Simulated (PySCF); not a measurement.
H2FInO, singlet, at a GFN2-xTB geometry (such geometries of metal compounds can be far from the true shape) (all electrons, no relativity); PySCF with PBE/STO-3G, polarisability.

PySCF was given this input:
```python
from pyscf import gto, scf, dft
from pyscf.prop import polarizability

mol = gto.Mole()
mol.atom = '''
    In   -0.15976746   -0.23650049    0.08472623
    H    -0.85532606   -1.62461793    0.69077935
    F     1.66662397    0.24966320    0.58327380
    O    -0.78093028    1.14776824   -1.11010223
    H    -0.06824202    1.78402719   -1.21101110
'''
mol.basis = 'sto-3g'
mol.verbose = 4
mol.build()

mf = dft.RKS(mol)
mf.xc = 'pbe'
mf.kernel()
alpha = mf.Polarizability().polarizability()[2, 2]
print('alpha_zz =', alpha)
```

Task: Write the output that PySCF gives for this input, abridged.

Result: 
```
site-packages/pyscf/prop/efg/rhf.py:45: UserWarning: Module EFG is under testing
  warnings.warn('Module EFG is under testing')
site-packages/pyscf/prop/efg/dhf.py:30: UserWarning: Module EFG is under testing
  warnings.warn('Module EFG is under testing')
site-packages/pyscf/prop/zfs/uhf.py:40: UserWarning: Module ZFS is under testing
  warnings.warn('Module ZFS is under testing')
site-packages/pyscf/prop/gtensor/uhf.py:43: UserWarning: Module g-tensor is under testing
  warnings.warn('Module g-tensor is under testing')
site-packages/pyscf/prop/gtensor/uks.py:41: UserWarning: Module g-tensor is under testing
  warnings.warn('Module g-tensor is under testing')
site-packages/pyscf/prop/hfc/uks.py:35: UserWarning: Module HFC is under testing
  warnings.warn('Module HFC is under testing')
site-packages/pyscf/prop/magnetizability/rhf.py:39: UserWarning: Module magnetizability is under testing
  warnings.warn('Module magnetizability is under testing')
site-packages/pyscf/prop/magnetizability/uhf.py:37: UserWarning: Module magnetizability is under testing
  warnings.warn('Module magnetizability is under testing')
site-packages/pyscf/prop/magnetizability/rks.py:37: UserWarning: Module magnetizability is under testing
  warnings.warn('Module magnetizability is under testing')
site-packages/pyscf/prop/magnetizability/uks.py:39: UserWarning: Module magnetizability is under testing
  warnings.warn('Module magnetizability is under testing')
site-packages/pyscf/prop/polarizability/uhf.py:34: UserWarning: Module polarizability is under testing
  warnings.warn('Module polarizability is under testing')
site-packages/pyscf/prop/polarizability/rks.py:29: UserWarning: Module polarizability is under testing
  warnings.warn('Module polarizability is under testing')
site-packages/pyscf/prop/polarizability/uks.py:29: UserWarning: Module polarizability is under testing
  warnings.warn('Module polarizability is under testing')
PySCF version 2.14.0

[INPUT] verbose = 4
[INPUT] num. atoms = 5
[INPUT] num. electrons = 68
[INPUT] charge = 0
[INPUT] spin (= nelec alpha-beta = 2S) = 0
[INPUT] symmetry False subgroup None
[INPUT] Mole.unit = angstrom
[INPUT] Symbol           X                Y                Z      unit          X                Y                Z       unit  Magmom
[INPUT]  1 In    -0.159767460000  -0.236500490000   0.084726230000 AA   -0.301916743017  -0.446921154425   0.160109370267 Bohr   0.0
[INPUT]  2 H     -0.855326060000  -1.624617930000   0.690779350000 AA   -1.616332000603  -3.070082944758   1.305383784005 Bohr   0.0
[INPUT]  3 F      1.666623970000   0.249663200000   0.583273800000 AA    3.149462855935   0.471795071383   1.102227737634 Bohr   0.0
[INPUT]  4 O     -0.780930280000   1.147768240000  -1.110102230000 AA   -1.475744351580   2.168967628074  -2.097789184969 Bohr   0.0
[INPUT]  5 H     -0.068242020000   1.784027190000  -1.211011100000 AA   -0.128958727987   3.371322787877  -2.288479312808 Bohr   0.0

nuclear repulsion = 274.37146643377
number of shells = 19
number of NR pGTOs = 117
number of NR cGTOs = 39
basis = sto-3g
ecp = {}

******** <class 'pyscf.dft.rks.RKS'> ********
method = RKS
initial guess = minao
damping factor = 0
level_shift factor = 0
DIIS = <class 'pyscf.scf.diis.CDIIS'>
diis_start_cycle = 1
diis_space = 8
diis_damp = 0
SCF conv_tol = 1e-09
SCF conv_tol_grad = None
SCF max_cycles = 50
direct_scf = True
direct_scf_tol = 1e-13
XC library pyscf.dft.libxc version 7.1.2
    S. Lehtola, C. Steigemann, M. J. T. Oliveira, and M. A. L. Marques,  SoftwareX 7, 1–5 (2018)
XC functionals = pbe
    J. P. Perdew, K. Burke, and M. Ernzerhof,  Phys. Rev. Lett. 77, 3865 (1996)
    J. P. Perdew, K. Burke, and M. Ernzerhof,  Phys. Rev. Lett. 78, 1396 (1997)
    J. P. Perdew, K. Burke, and M. Ernzerhof,  Phys. Rev. Lett. 77, 3865 (1996)
    J. P. Perdew, K. Burke, and M. Ernzerhof,  Phys. Rev. Lett. 78, 1396 (1997)
radial grids:
    Treutler-Ahlrichs [JCP 102, 346 (1995); DOI:10.1063/1.469408] (M4) radial grids

becke partition: Becke, JCP 88, 2547 (1988); DOI:10.1063/1.454033
pruning grids: <function nwchem_prune>
grids dens level: 3
symmetrized grids: False
atomic radii adjust function: <function treutler_atomic_radii_adjust>
small_rho_cutoff = 0
Set gradient conv threshold to 3.16228e-05
Initial guess from minao.
tot grids = 69840
init E= -5843.20280643151
  HOMO = -0.628002866196942  LUMO = -0.377420207287657  gap/eV = 6.81870
cycle= 1 E= -5857.67425424679  delta_E= -14.5  |g|= 0.645  |ddm|=  2.7
  HOMO = 0.114213505371333  LUMO = 0.191895949975089  gap/eV = 2.11385
cycle= 2 E= -5856.5633532408  delta_E= 1.11  |g|= 1.93  |ddm|= 3.55
  HOMO = 0.0251669386940868  LUMO = 0.11997726528718  gap/eV = 2.57992
cycle= 3 E= -5857.68694382065  delta_E= -1.12  |g|=  0.7  |ddm|= 2.84
  HOMO = -0.0574142840562454  LUMO = 0.098202640312086  gap/eV = 4.23455
cycle= 4 E= -5857.83338781067  delta_E= -0.146  |g|= 0.248  |ddm|= 1.37
  HOMO = -0.0534016814391898  LUMO = 0.0799115408547704  gap/eV = 3.62764
cycle= 5 E= -5857.85764856209  delta_E= -0.0243  |g|= 0.111  |ddm|= 0.642
  HOMO = -0.0598547643034895  LUMO = 0.0807446254218371  gap/eV = 3.82590
cycle= 6 E= -5857.86243927618  delta_E= -0.00479  |g|= 0.0332  |ddm|= 0.143
  HOMO = -0.0637375169039471  LUMO = 0.0802085476349103  gap/eV = 3.91697
cycle= 7 E= -5857.86290341125  delta_E= -0.000464  |g|= 0.00736  |ddm|= 0.0482
  HOMO = -0.0644490329932471  LUMO = 0.0802678586741783  gap/eV = 3.93795
cycle= 8 E= -5857.86292723084  delta_E= -2.38e-05  |g|= 0.000561  |ddm|= 0.0122
  HOMO = -0.064483157024931  LUMO = 0.0802748563183039  gap/eV = 3.93907
cycle= 9 E= -5857.86292737015  delta_E= -1.39e-07  |g|= 7.9e-05  |ddm|= 0.00122
  HOMO = -0.0644822727025361  LUMO = 0.0802747710533872  gap/eV = 3.93904
cycle= 10 E= -5857.86292737328  delta_E= -3.13e-09  |g|= 4.44e-06  |ddm|= 0.00018
  HOMO = -0.0644826792312597  LUMO = 0.0802745863232174  gap/eV = 3.93905
cycle= 11 E= -5857.86292737329  delta_E= -1e-11  |g|= 6.86e-07  |ddm|= 8.5e-06
  HOMO = -0.0644830774667907  LUMO = 0.0802745558933059  gap/eV = 3.93906
Extra cycle  E= -5857.86292737329  delta_E= -2.73e-12  |g|= 2.25e-06  |ddm|= 4.94e-06
converged SCF energy = -5857.86292737329
Isotropic polarizability 20.3274218087
Polarizability anisotropy 2.73602126161
alpha_zz = 18.713755107052997
```
